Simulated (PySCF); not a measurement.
# Peak assignment

Atoms are numbered as in `[CH2:1]=[C:2]([CH3:3])[c:4]1[n:5][cH:6][n:7][c:8]([CH3:9])[n:10]1`. Hydrogens are named by the atom that carries them. Ha(C1) is cis to C3; Hb(C1) is trans to C3.

All values are calculated (PySCF): coordinates at the GFN2-xTB level, GIAO PBE0/pcSseg-1 shieldings. No solvent model, non-relativistic, averaged over atoms made equivalent by symmetry, fast rotation or ring inversion, one computed conformer.

Shifts are taken against calculated references (same method and geometry level): TMS for ¹³C and ¹H.

Question: Assign these signals to the numbered atoms. ¹³C{¹H} NMR (computed): δ 183.7, 176.3, 171.4, 149.8, 134.9, 28.9, 22.5.

Answer: 
183.7 → C8, substituted aromatic carbon next to a ring nitrogen
176.3 → C4, substituted aromatic carbon next to a ring nitrogen
171.4 → C6, aromatic CH between two ring heteroatoms
149.8 → C2, fully substituted alkene carbon: the olefinic region
134.9 → C1, terminal =CH2 carbon: the olefinic region
28.9 → C9, methyl carbon on an aromatic ring: a saturated carbon with 1 carbon neighbour and no heteroatom attached
22.5 → C3, allylic methyl carbon: aliphatic region, no heteroatom directly attached

Question: Assign these signals to the numbered atoms. ¹H NMR (400 MHz, computed): δ 9.20 (s, 1H), 7.72 (br s, 1H), 6.20 (br s, 1H), 2.84 (s, 3H), 2.33 (s, 3H).

Answer: 
| δ (ppm) | atoms | environment | reason |
| --- | --- | --- | --- |
| 9.20 | H(C6) | hydrogen on an aromatic CH between two ring heteroatoms | ring-current deshielding |
| 7.72 | Hb(C1) | hydrogen on a terminal =CH2 carbon | attached to an sp2 carbon and in the plane of the double bond |
| 6.20 | Ha(C1) | hydrogen on a terminal =CH2 carbon | – |
| 2.84 | H(C9) | hydrogen on a methyl carbon on an aromatic ring | benzylic-type position, deshielded by the ring |
| 2.33 | H(C3) | hydrogen on an allylic methyl carbon | allylic position |

Shifts are as computed. Against solution values, carbons near 30 ppm lie about +3 ppm off and those near 130 ppm about +5 ppm. Of 1211 compounds with measured shifts, 218 miss one by over three times the rms of a fit or turn the order of signals round; such compounds aren't used in these exercises. No couplings were computed; multiplicities are counted from neighbouring protons, with m where these are inequivalent, close in shift, in a saturated or five-membered ring or joined by F or P, and br s for small geminal =CH2 splittings.
